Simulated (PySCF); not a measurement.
**From a computed spectrum to the compound**

A species of 10 atoms with charge 3 has these harmonic modes (PBE0, small Gaussian bases with core potentials, PySCF 2.14.0):

| cm⁻¹ | km/mol | symmetry |
| --- | --- | --- |
| -19 | – | a2 |
| 72 | 5.5 | e |
| 72 | 5.5 | e |
| 85 | 0.0 | a1 |
| 102 | 0.6 | e |
| 102 | 0.6 | e |
| 405 | 0.0 | a1 |
| 416 | 21.1 | e |
| 416 | 21.1 | e |
| 619 | 1.1 | a2 |
| 652 | 102.8 | e |
| 652 | 102.8 | e |
| 680 | 59.3 | e |
| 680 | 59.3 | e |
| 699 | 1100.2 | a2 |
| 1674 | 220.5 | e |
| 1674 | 220.5 | e |
| 1680 | 0.0 | a1 |
| 3567 | 828.7 | e |
| 3567 | 828.7 | e |
| 3586 | 0.0 | a1 |
| 3600 | 85.1 | a2 |
| 3604 | 659.0 | e |
| 3604 | 659.0 | e |

(1) Which species is it, and in which structure?

## Answers

(1) [Tb(H2O)3]3+ (singlet in the valence; each metal's 4f electrons, 8 of them, lie in its core potential, out of spins and levels):
```xyz
10

Tb    0.0000    0.0000    0.0000
O     2.2617    0.0000    0.0000
H     2.8785    0.7476    0.1932
H     2.8785   -0.7476   -0.1932
O    -1.1309    1.9587    0.0000
H    -2.0867    2.1190    0.1932
H    -0.7918    2.8666   -0.1932
O    -1.1308   -1.9587    0.0000
H    -0.7918   -2.8666    0.1932
H    -2.0867   -2.1191   -0.1932
```
 Negative wavenumbers this small are taken as noise. An lcecp potential fixes the number of 4f electrons, so in runs with it no electron can move into or out of that shell.
 This is one of several that fit.
